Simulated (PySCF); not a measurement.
C2H10OSSi2 (charge +1 and doublet state).
SMILES with atom numbers: `[CH3:1][S+:2][Si@@H:3]([CH3:4])[SiH2:5][OH:6]` (hydrogens: H7, H8, H9 on C1; H10 on Si3; H11, H12, H13 on C4; H14, H15 on Si5; H16 on O6)

The calculation used UKS B3LYP, pcH-1 on C H O S Si, non-relativistic, mean-field spin-orbit, GIAO in PySCF 2.14.0. The structure is a single GFN2-xTB conformer in the gas phase; no vibrational or solvent corrections. A GFN2-xTB geometry isn't a minimum of the functional, and hyperfine couplings can be far from their values at a DFT geometry, by a factor of two or more for some ions and for spin on atoms past the first row.

Output of the driver script. Atoms in this output count from 0.

```
UKS, coarse grid
  cycle   1  E = -1134.30959812  |g| = 6.25e-01
  cycle   2  E = -1133.76085361  |g| = 1.25e+00
  cycle   3  E = -1134.41239580  |g| = 2.49e-01
  cycle   4  E = -1134.44194523  |g| = 1.19e-01
  cycle   5  E = -1134.44987791  |g| = 4.51e-02
  cycle   6  E = -1134.45095636  |g| = 1.45e-02
  cycle   7  E = -1134.45108674  |g| = 3.56e-03
  cycle   8  E = -1134.45109560  |g| = 1.67e-03
  cycle   9  E = -1134.45109661  |g| = 8.00e-04
UKS, final grid
  cycle   1  E = -1134.45118212  |g| = 1.24e-03
  cycle   2  E = -1134.45117984  |g| = 2.37e-03
  cycle   3  E = -1134.45118300  |g| = 2.46e-04
  cycle   4  E = -1134.45118303  |g| = 5.98e-05
  cycle   5  E = -1134.45118303  |g| = 2.16e-05
E = -1134.45118303 Eh   <S^2> = 0.7545 (exact 0.7500)
g shifts (ppm)      1          2          3
  rmc          -216       -216       -216
  gc             -3         33         44
  oz_so          97      14276      33855
  total        -122      14092      33682
hyperfine (MHz)  atom isotope    a_iso     a_fc   dipolar eigenvalues
    0   13C      -9.63      -9.63     -2.13     -1.45      3.58
    1   33S      18.63      18.63    -57.97    -55.89    113.87
    2  29Si      10.08      10.08    -39.25     18.89     20.36
    3   13C      12.53      12.53     -3.70     -3.46      7.16
    4  29Si     -90.92     -90.92    -52.25     25.76     26.50
    5   17O     -52.20     -52.20    -10.01      4.79      5.22
    6    1H       1.50       1.50     -2.47     -2.11      4.57
    7    1H      60.84      60.84     -3.58     -0.94      4.53
    8    1H      41.25      41.25     -2.93     -1.70      4.63
    9    1H      57.09      57.09     -2.19     -1.32      3.51
   10    1H      -2.47      -2.47     -2.68     -0.42      3.10
   11    1H      19.46      19.46     -2.58      0.54      2.04
   12    1H      -2.54      -2.54     -2.01     -1.23      3.24
   13    1H      27.02      27.02     -3.01     -0.63      3.65
   14    1H      47.22      47.22     -3.06     -0.33      3.39
   15    1H      33.91      33.91     -3.29     -2.91      6.20
```

The run flagged its g tensor. What set off the flag, and which results does it touch?

The largest g shift is +0.034, past the limit of 0.03 at which the run flags a species of elements up to argon. The orbital-Zeeman/spin–orbit term is second order, a sum of spin–orbit matrix elements over excitation energies, so it grows and becomes less reliable as an excited state comes close; a shift of this size calls for a check with another method. The contact and dipolar couplings don't rest on that expansion, but they belong to the state that the SCF found, and a close-lying state with the spin in another orbital would have other couplings; no stability test was run. The run left out the spin–orbit part of the hyperfine coupling.

Where is the spin in this solution (atoms counted from 1)?

Largest spin populations (Mulliken): S2 (+0.58), Si5 (+0.19) and Si3 (+0.08). ⟨S²⟩ = 0.7545 against the exact 0.7500, so spin contamination is small. The SMILES `C[S+][Si@@H](C)[SiH2]O` draws the unpaired electron on S2, whose computed spin population is only +0.58.

Average a_iso over equivalent nuclei, turn it into first-order splittings with g = 2.0023, and give the multiplets for abundant isotopes (0.05 mT or more).

```tsv
nuclei (from 1)	isotope	I	position	a_iso (MHz)	|a| (mT)	splits into
H10	1H	1/2	2 bonds from S2	57.1	2.04	1:1 doublet
H15	1H	1/2	3 bonds from S2, on Si5 of spin population +0.19	47.2	1.68	1:1 doublet
H7/H8/H9	1H	1/2	2 bonds from S2	34.5	1.23	1:3:3:1 quartet
H16	1H	1/2	4 bonds from S2	33.9	1.21	1:1 doublet
H14	1H	1/2	3 bonds from S2, on Si5 of spin population +0.19	27.0	0.96	1:1 doublet
H11/H12/H13	1H	1/2	3 bonds from S2	4.8	0.17	1:3:3:1 quartet
```

Class means assume fast exchange of nuclei equivalent by connectivity; if that motion is slow, each nucleus keeps its own coupling. The three 1H nuclei of mean +34.5 MHz run from 1.5 to 60.8 MHz in the frozen geometry. The three 1H nuclei of mean +4.8 MHz run from -2.5 to 19.5 MHz in the frozen geometry.

Time: 74 s wall (with the writing of density and orbital grids); peak memory 0.97 GiB. Hardware: an Arm Neoverse V1 with one thread, on a shared host.
